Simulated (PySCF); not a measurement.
Structure elucidation problem

Molecular formula: C$_{4}$H$_{9}$FOSi$_{2}$. Simulated spectra:

1H NMR (600 MHz, computed): δ 10.46 (m, 1H), 5.04 (m, 1H), 4.83 (m, 1H), 4.44 (m, 1H), 2.22 (m, 1H), 2.21 (m, 1H), 0.84 (d, 3H).

13C{1H} NMR (computed): δ 211.9 (CH), 106.5 (C), 26.5 (CH2), -4.2 (CH3).

Calculated, not measured (PySCF 2.14.0 with density-fitted response routines): geometry from GFN2-xTB, shieldings: GIAO PBE0/pcSseg-1. One conformer, averaged over atoms made equivalent by symmetry, fast rotation or ring inversion, non-relativistic Hamiltonian, gas phase.

Shifts are taken against calculated references (same method and geometry level): 1H and 13C against TMS.

**Question.** Which of these isomers gave the spectra?
A. CC(C(=O)F)=C([SiH3])[SiH3]
B. C[SiH2][C@H](F)C#C[SiH2]O
C. F[Si@H]1C=C([SiH3])OCC1
D. C[Si@@H]1C[C@](F)(C=O)[SiH2]1

**Answer.** D. 

The formula gives 2 degrees of unsaturation (1 ring in the answer). 4 carbon signals for 4 carbons: no two carbons are equivalent. Carbon types of the structure: 1 × C, 1 × CH, 1 × CH2, 1 × CH3, leaving 3 H on heteroatoms. δC 211.9: aldehyde carbonyl carbon; low-lying n→π* states of the double bond to the heteroatom give a large paramagnetic term (-273 ppm). δC 106.5: fully substituted sp3 carbon bonded to F and Si, α to a carbonyl; deshielded by the electronegative neighbour. δC -4.2: methyl carbon bonded to Si; an electropositive neighbour leaves it electron-rich and shielded. δH 10.46: hydrogen on an aldehyde carbonyl carbon; the C=O anisotropy and electron withdrawal place aldehyde protons far downfield. δH 0.84: hydrogen on a methyl carbon bonded to Si; an electropositive neighbour shields it, as in TMS itself.

The others: CC(C(=O)F)=C([SiH3])[SiH3] would give 3 signals for carbon-bound and other non-exchanging H, not 7; C[SiH2][C@H](F)C#C[SiH2]O would give 6 signals for carbon-bound and other non-exchanging H, not 7; F[Si@H]1C=C([SiH3])OCC1 has carbons computed at 185.7, 110.7, 67.5, 16.2, with a different DEPT pattern.

Splittings by 19F in the carbon and heteronuclear signals aren't shown, as no couplings were computed. Shifts are as computed. Against solution values, carbons near 30 ppm lie about +3 ppm off and those near 130 ppm about +5 ppm. Of 1309 compounds with measured shifts, 239 miss one by over three times the rms of a fit or turn the order of signals round; such compounds aren't used in these exercises. Multiplicities follow the n + 1 count of equivalent neighbours, as no J values were calculated; m marks all less simple cases, F and P coupling included.
